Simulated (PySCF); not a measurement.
C3HF3. Atoms are numbered in the order given.

```xyz
7

C      0.0000     0.0000    -2.3375
C      0.0000     0.0000    -1.1304
C      0.0000     0.0000     0.3391
F      1.0829     0.6252     0.8217
F      0.0000    -1.2504     0.8217
F     -1.0829     0.6252     0.8217
H      0.0000     0.0000    -3.4126
```
Charge 0, spin multiplicity 1.

The structure is a stationary point at B3LYP-D3(BJ)/def2-SVP.

Calculation: PBE/def2-TZVP run with PySCF.

Isolated molecule, no solvent.

Computed frontier levels, gap, dipole moment and polarisability:
```yaml
highest_occupied_level: -7.91 eV
lowest_empty_level: -1.38 eV
orbital_gap: 6.53 eV
dipole_moment: 2.13 D
quadrupole, principal values (traceless, Buckingham form, about the centre of nuclear charge): -4.42, -4.42, 8.84 D·Å
mean_static_polarisability: 35.5 bohr³ (5.26 Å³)
polarisability_principal_values: 27.8, 27.8, 50.9 bohr³
```
